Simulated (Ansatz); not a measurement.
`[SiH3]C[SiH2]P`, 13 atoms. Total charge 0; spin multiplicity 1. All runs use 4 threads of an Arm Neoverse V2 on a shared host. Correlated methods freeze the cores.

Q: Give the basis size and wall time and peak host memory of each of these runs in Ansatz. direct RPA on PBE orbitals/def2-TZVPP energy; RKS revPBE-D4/def2-TZVPP energy; RKS PBE0-D4/def2-TZVP frequencies; RKS r2SCAN0-D4/def2-TZVPP energy; RKS PBE0-D4/def2-TZVP relaxation (6 steps); RKS PBE0-D4/def2-TZVPP energy; RHF-CCSD(T)/def2-TZVPP energy; RKS PBE0-D4/def2-SVP energy; RKS ωB97M-V/def2-QZVPP energy; RKS HSE06 (plane-wave form)-D4/def2-TZVPP energy; RHF-MP2/def2-QZVPP energy; RKS ωB97M-V/def2-SVP energy. (An estimate is asked.)

A: Computed: Other jobs shared the machine, so times are rough.

```csv
level,job,functions,wall time,peak host memory (GiB)
RKS PBE0-D4/def2-SVP,energy,113,1.1 s,0.56
RKS revPBE-D4/def2-TZVPP,energy,283,2.4 s,0.42
RKS ωB97M-V/def2-SVP,energy,113,4.5 s,0.56
RKS PBE0-D4/def2-TZVPP,energy,283,4.7 s,0.81
RKS HSE06 (plane-wave form)-D4/def2-TZVPP,energy,283,5.5 s,0.86
direct RPA on PBE orbitals/def2-TZVPP,energy,283,6 s,0.71
RKS r2SCAN0-D4/def2-TZVPP,energy,283,7 s,0.84
RKS PBE0-D4/def2-TZVP,relaxation (6 steps),196,22 s,0.55
RKS ωB97M-V/def2-QZVPP,energy,537,25 s,2.8
RHF-MP2/def2-QZVPP,energy,537,34 s,3.7
RHF-CCSD(T)/def2-TZVPP,energy,283,2.7 min,7.4
RKS PBE0-D4/def2-TZVP,frequencies,196,2.8 min,0.56
```
